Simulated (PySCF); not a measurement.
# UHF on Ga⁺ (gallium, charge +1)

Configuration: [Ar] 3d10 4s2, closed-shell 1S. Computed with PySCF 2.14 in x2c-QZVPPall (11s7p5d4f1g, 94 functions), with the spin-free X2C one-electron Hamiltonian (Gaussian nucleus).

```json
{"Total energy": "-1942.027457 hartree", "One-electron energy": "-2699.7949 hartree", "Hartree (Coulomb) energy": "832.1064 hartree", "Exchange energy": "-74.3389 hartree", "⟨S²⟩": "0.0000", "⟨L²⟩": "0.000", "Sum of ⟨r⟩": "19.58 bohr", "Sum of ⟨r²⟩": "24.89 bohr²", "Langevin diamagnetic susceptibility": "-19.7 ×10⁻⁶ cm³/mol"}
```

```json
{"shell": "1s", "electrons": "2", "mean orbital energy (eV)": "-10449.6", "rms radius, mean of both spins (bohr)": "0.0560"}
{"shell": "2s", "electrons": "2", "mean orbital energy (eV)": "-1349.3", "rms radius, mean of both spins (bohr)": "0.235"}
{"shell": "2p", "electrons": "6", "mean orbital energy (eV)": "-1171.3", "rms radius, mean of both spins (bohr)": "0.211"}
{"shell": "3s", "electrons": "2", "mean orbital energy (eV)": "-187.28", "rms radius, mean of both spins (bohr)": "0.698"}
{"shell": "3p", "electrons": "6", "mean orbital energy (eV)": "-131.30", "rms radius, mean of both spins (bohr)": "0.738"}
{"shell": "3d", "electrons": "10", "mean orbital energy (eV)": "-39.939", "rms radius, mean of both spins (bohr)": "0.895"}
{"shell": "4s", "electrons": "2", "mean orbital energy (eV)": "-19.035", "rms radius, mean of both spins (bohr)": "2.48"}
```

Densities and radii are taken from the X2C orbitals without a picture-change correction, which distorts them close to the nucleus.
